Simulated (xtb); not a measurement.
C3H11ClSi2, SMILES CC[Si@H](Cl)[SiH2]C. All values are semi-empirical tight-binding results from xtb (GFN2-xTB unless named), good for trends rather than for accurate numbers. Geometry: GFN2-xTB. The structure was generated by enumeration; whether it is a known compound was not checked. Other conformers were not sampled.

Q: Estimate the properties. (An estimate is asked for; the answer gives what the named calculation found.)

A: 
```
Property                                         Value
---------------------------------------  -------------
orbital gap                                    4.36 eV
dipole moment                                   1.85 D
zero-point energy                        80.2 kcal/mol
G − E(el) at 298.15 K (modified RRHO)    56.9 kcal/mol
static polarisability (D4 model)           106.4 bohr³
solvation energy, GFN2-xTB/ALPB(water)   -2.1 kcal/mol
solvation energy, GFN2-xTB/ALPB(hexane)  -6.4 kcal/mol
```
